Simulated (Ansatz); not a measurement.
Ansatz results at the PBE0-D4/def2-TZVP geometry: HOMO energy (PBE/def2-TZVPP) -6.93 eV; LUMO energy (PBE0/def2-TZVPP) -1.63 eV; LUMO energy (B3LYP/def2-TZVPP) -1.95 eV.

Each molecule was computed in one conformer, which needn't be the lowest.

(1) Which molecule gave them?
A. `B[O][Ga]([Cl])[O][SiH3]`
B. `CC(F)[SiH3]`
C. `N#CO[SiH3]`
D. `O[C](=S)[InH][F]`

## Answers

(1) A. The others give `N#CO[SiH3]`: -7.37, -0.99, -1.22; `O[C](=S)[InH][F]`: -5.43, -2.68, -2.93; `CC(F)[SiH3]`: -6.90, 0.55, 0.30.

B3LYP here is the variant with VWN-RPA as its local correlation; programs differ in this.
